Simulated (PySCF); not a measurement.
Bi(Cl)2(OH) (BiCl₂HO), SMILES [OH][Bi]([Cl])[Cl]. Heavy atoms are numbered as in [Bi:1]([Cl:2])([Cl:3])[OH:4]. Hydrogens are named by the atom that carries them.

Geometry optimised at PBE0-D3(BJ)/def2-SVP. The def2 effective core potentials stand for the cores of Bi; spin–orbit coupling is left out. The values are those of a single conformer.

All values below come from ωB97X/def2-TZVPD (PySCF).

Mulliken values depend strongly on the basis, most of all with diffuse functions as here. ESP charges are fitted to the potential on shells at 1.4 to 2.0 van der Waals radii. Atomic charges (e), one atom of each kind:

```tsv
atom	ESP fit	Mulliken
Bi1	___	1.24
Cl2	___	-0.43
O4 (OH)	___	-0.70
H on O4	___	0.31
```

Problem. Some entries are withheld; supply them. (An estimate is asked for; the answer gives what the named calculation found.)

Solution. 
- Bi1, ESP fit: 0.84
- Cl2, ESP fit: -0.29
- O4 (OH), ESP fit: -0.61
- H on O4, ESP fit: 0.36
